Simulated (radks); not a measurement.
Task: P VI, configuration [Ne]. All-electron calculation, scalar-relativistic Kohn-Sham, LDA (Slater exchange, Perdew-Wang correlation), spin-unpolarised, spherical densities, point nucleus. Program: a radial shooting solver on a logarithmic mesh with Libxc functionals. Some entries of the table are withheld. Estimate them.

orbital,occ.,eigenvalue (eV),r(max) (bohr),<r^2> (bohr^2)
1s,2,(1),0.06784,0.01452
2s,2,-248.2296,0.4186,0.3181
2p,6,-199.8760,(2),(3)
3s,0,(4),(5),(6)
3p,0,-58.9488,1.436,2.983

Result: 
(1) 1s eigenvalue (eV): -2154.896
(2) 2p r(max) (bohr): 0.3515
(3) 2p <r^2> (bohr^2): 0.2863
(4) 3s eigenvalue (eV): -70.2715
(5) 3s r(max) (bohr): 1.365
(6) 3s <r^2> (bohr^2): 2.617
